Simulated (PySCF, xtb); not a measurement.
CH3Cl2Si, SMILES C[Si](Cl)Cl, multiplicity 2.

Harmonic wavenumbers (cm⁻¹) from GFN2-xTB (xtb) at its own minimum, in rising order: 111, 138, 145, 201, 426, 478, 730, 835, 839, 1352, 1457, 1468, 2996, 3054, 3055.

Question: What does PBE0-D3(BJ)/def2-SVP (PySCF) give at its own minimum? (An estimate is asked for; the answer gives what the named calculation found.)

Answer: 151, 169, 179, 236, 490, 569, 715, 773, 798, 1245, 1412, 1417, 3057, 3171, 3185. Paired by order, the mean absolute difference is 61 cm⁻¹ and the zero-point energies are 24.7 and 25.1 kcal/mol.
